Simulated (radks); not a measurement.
Task: Se III, configuration [Ar] 3d10 4s1.75 4p2 4f0.25 (fractional occupations, a model configuration). Calculated with a radial shooting solver on a logarithmic mesh with Libxc functionals: scalar-relativistic Kohn-Sham, BP86, spin-polarised, spherical densities, finite nucleus; open shells are filled with parallel spins first; Fermi nuclear charge, rms radius 4.14 fm. Some entries of the table are withheld. Estimate them.

orbital,occ.,eigenvalue (hartree),<r> (bohr),<1/r> (bohr^-1)
1s up,1,-460.6191,0.04408,34.56
1s down,1,-460.6132,0.04408,34.56
2s up,1,-60.01341,0.1959,7.633
2s down,1,-60.01041,0.1959,7.633
2p up,3,-52.90096,0.1711,7.475
2p down,3,-52.89589,0.1711,7.475
3s up,1,-8.77707,0.5740,2.489
3s down,1,-8.76931,0.5737,2.489
3p up,3,-6.55327,0.5895,2.336
3p down,3,-6.54435,0.5889,2.337
3d up,5,-2.88372,0.6295,2.033
3d down,5,-2.87093,0.6259,2.040
4s up,1,-1.49511,1.675,0.7879
4s down,0.75,-1.40327,1.673,0.7928
4p up,2,-1.03900,(1),0.6706
4p down,0,-0.94714,(2),0.6658
4d up,0,-0.46150,2.936,0.4407
5s up,0,-0.45798,4.088,0.3225
5p up,0,-0.35020,4.982,0.2614
4f up,0.25,-0.19294,6.478,(3)

Result: 
(1) 4p up <r> (bohr): 1.941
(2) 4p down <r> (bohr): 1.967
(3) 4f up <1/r> (bohr^-1): 0.1782
